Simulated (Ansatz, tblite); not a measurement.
Forces on [In(OH)4]- (InO4H4⁻) at its PBE0-D4/def2-SVPD geometry. Total charge -1; singlet.

In the def2 sets In takes a core potential; there is no spin–orbit coupling. The xTB rows come from tblite.

GFN1-xTB (tblite), largest force 0.17 eV/Å:

```xyz
9
positions Å, forces eV/Å
In    0.000   -0.001    0.000    0.000    0.000    0.000
O     0.268    0.836    1.876   -0.073   -0.002   -0.065
H     1.208    0.818    2.074   -0.030   -0.072   -0.149
O    -1.621   -1.277    0.186    0.065    0.023   -0.075
H    -1.827   -1.354    1.122    0.126    0.106   -0.019
O     1.825   -0.842   -0.503   -0.066   -0.013    0.077
H     2.016   -0.604   -1.415   -0.143    0.070    0.045
O    -0.472    1.279   -1.559    0.074   -0.007    0.064
H    -1.397    1.145   -1.780    0.047   -0.105    0.122
```

GFN2-xTB (tblite), largest force 0.39 eV/Å:

```
In 0.000 0.000 0.000
O 0.135 -0.122 -0.198
H -0.293 -0.066 -0.249
O 0.162 0.161 0.142
H 0.227 0.138 -0.281
O -0.193 0.161 -0.093
H -0.241 0.005 0.302
O -0.105 -0.197 0.150
H 0.308 -0.080 0.227
```

PBE0-D4/def2-TZVPD (Ansatz), largest force 0.28 eV/Å:

```
In 0.000 0.001 0.000
O 0.001 -0.117 -0.250
H -0.063 -0.014 -0.051
O 0.216 0.174 0.008
H 0.045 0.028 -0.057
O -0.245 0.126 0.037
H -0.047 0.001 0.061
O 0.027 -0.183 0.205
H 0.066 -0.016 0.046
```
